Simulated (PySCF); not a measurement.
# Correlation energy of B (boron, neutral)

[He] 2s2 2p1, 2P determinant. Calculation: PySCF 2.14, in jorge-DZP-DKH (4s2p1d, 15 functions); the spin-free X2C one-electron Hamiltonian (Gaussian nucleus). Frozen: 1s2; 3 electrons correlated.

MP2 pair energies summed by pair of shells (mhartree):

| pair | energy | share (%) |
| --- | --- | --- |
| 2s-2s | -22.47 | 60.4 |
| 2s-2p | -14.72 | 39.6 |

Total MP2 correlation energy: -37.19 mhartree.

Same-spin part -2.48 and opposite-spin part -34.71 mhartree; SCS-MP2 scales them by 1/3 and 6/5 to -42.48 mhartree.

```json
{"level": "CCSD", "correlation energy (mhartree)": "-59.17"}
{"level": "(T)", "correlation energy (mhartree)": "-0.78"}
{"level": "CCSD(T)", "correlation energy (mhartree)": "-59.95"}
```

Diagnostics: T1 = 0.011, D1 = 0.0205, largest double amplitude 0.124.

Cost of the coupled-cluster step: 0.07 s of wall time on 1 thread of Neoverse-V2 (shared host), for 3 correlated electrons.

Iterations:

```
CC2 = 0
CCSD nocc = (np.int64(2), np.int64(1)), nmo = (14, 14)
frozen orbitals [[0], [0]]
max_cycle = 100
direct = 0
conv_tol = 1e-08
conv_tol_normt = 1e-06
diis_space = 8
diis_start_cycle = 0
Init t2, MP2 energy = -0.0371931626528317
Init E_corr(UCCSD) = -0.0371931626544736
cycle = 1  E_corr(UCCSD) = -0.0499220686891678  dE = -0.012728906  norm(t1,t2) = 0.0616719
cycle = 2  E_corr(UCCSD) = -0.0548439839396342  dE = -0.00492191525  norm(t1,t2) = 0.0296909
cycle = 3  E_corr(UCCSD) = -0.0592058107321687  dE = -0.00436182679  norm(t1,t2) = 0.0155254
cycle = 4  E_corr(UCCSD) = -0.0591465287078046  dE = 5.92820244e-05  norm(t1,t2) = 0.00180531
cycle = 5  E_corr(UCCSD) = -0.059187548013434  dE = -4.10193056e-05  norm(t1,t2) = 0.000257732
cycle = 6  E_corr(UCCSD) = -0.059166905216126  dE = 2.06427973e-05  norm(t1,t2) = 6.40358e-05
cycle = 7  E_corr(UCCSD) = -0.0591744730411485  dE = -7.56782502e-06  norm(t1,t2) = 2.39805e-05
cycle = 8  E_corr(UCCSD) = -0.0591735173748147  dE = 9.55666334e-07  norm(t1,t2) = 4.83729e-06
cycle = 9  E_corr(UCCSD) = -0.0591734486451017  dE = 6.8729713e-08  norm(t1,t2) = 6.96691e-07
cycle = 10  E_corr(UCCSD) = -0.0591734464851029  dE = 2.15999878e-09  norm(t1,t2) = 1.26317e-07
UCCSD converged
E(UCCSD) = -24.59611535673196  E_corr = -0.05917344648510291
UCCSD(T) correction = -0.000775643903320682
```
